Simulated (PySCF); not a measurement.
Atom-mapped SMILES (the numbers label the heavy atoms): `[PH2:1][SiH2:2][CH:3]1[CH2:4][CH2:5]1`. Hydrogens are named by the atom that carries them. Ha(C4), Ha(C5) are cis to Si2 on the ring; Hb(C4), Hb(C5) are trans to Si2 on the ring.

Geometry: PBE0-D3(BJ)/def2-SVP; GIAO shifts from PySCF 2.14.0 with density-fitted response routines, gas phase, non-relativistic, averaged over equivalent atoms.

At mPW1PW91/pcSseg-1 (144 basis functions, 11 s wall time on 1 thread of an Arm Neoverse V2, shared host):
| atoms | δ (ppm) |
| --- | --- |
| P1 | -290.0 |
| Si2 | -25.8 |
| C4/C5 | 5.1 |
| C3 | -6.6 |
| H(Si2) | 4.19 |
| H(P1) | 1.58 |
| Hb(C4)/Hb(C5) | 0.72 |
| Ha(C4)/Ha(C5) | 0.25 |
| H(C3) | -0.36 |

Scale: 31P (σ = 308.48 ppm) vs H3PO4; TMS for 29Si (σ = 350.83 ppm) and 13C (σ = 183.54 ppm) and 1H (σ = 31.32 ppm) (reference shieldings calculated alike).

Question: What do these become at PBE0/IGLO-III?

Answer: 
```
        atoms  δ at PBE0/IGLO-III  change
           P1              -295.3    -5.3
          Si2               -28.6    -2.8
        C4/C5                 4.4    -0.7
           C3                -5.8    +0.8
       H(Si2)                4.46   +0.27
        H(P1)                1.59   +0.01
Hb(C4)/Hb(C5)                0.74   +0.02
Ha(C4)/Ha(C5)                0.32   +0.07
        H(C3)               -0.24   +0.12
```

References, each an isolated molecule treated in the same way: H3PO4 for 31P (σ = 306.76 ppm); 29Si (σ = 345.34 ppm), 13C (σ = 183.78 ppm), 1H (σ = 31.37 ppm) vs TMS.

The largest change is at P1 (phosphorus bonded to Si, 2 H). Cost: 283 basis functions, 35 s wall time on 1 thread of an Arm Neoverse V2, shared host.

Experimental scales use liquid or dissolved standards, which lie at an offset from isolated H3PO4.
